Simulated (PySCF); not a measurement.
P⁺ (phosphorus, charge +1) across methods

[Ne] 3s1 3p3, 3s spin antiparallel (an excited configuration). All numbers are calculated (PySCF 2.14, no relativity, point nucleus, in dyall-acv3z (19s12p6d4f, 113 functions)).

| method | E (hartree) | mean ε 2p β (eV) | mean ε 3s β (eV) | mean ε 3p α (eV) | Σ⟨r²⟩ (bohr²) | ⟨S²⟩ |
| --- | --- | --- | --- | --- | --- | --- |
| MN15 | -340.5458 | -142.02 | -23.996 | -17.138 | 21.61 | 3.000 |
| LDA | -339.2867 | -136.21 | -22.765 | -15.572 | 21.66 | 3.000 |
| PBE0 | -340.3960 | -142.37 | -23.912 | -16.618 | 21.79 | 3.000 |
| PBE | -340.3950 | -136.26 | -22.585 | -15.597 | 21.68 | 3.000 |
| M06-2X | -340.5115 | -148.14 | -25.228 | -17.383 | 21.81 | 3.000 |
| UHF | -339.90785 | -159.58 | -26.624 | -18.864 | 22.54 | 3.000 |
| TPSS | -340.5631 | -136.89 | -22.588 | -15.700 | 21.64 | 3.000 |

(1) Estimate the same row for r2SCAN.

With the s spin flipped the determinant is a mixture of two multiplicities, not a spectroscopic state.

Answers

(1) E (hartree) = -340.4989; mean ε 2p β (eV) = -138.82; mean ε 3s β (eV) = -22.826; mean ε 3p α (eV) = -15.904; Σ⟨r²⟩ (bohr²) = 21.76; ⟨S²⟩ = 3.000.
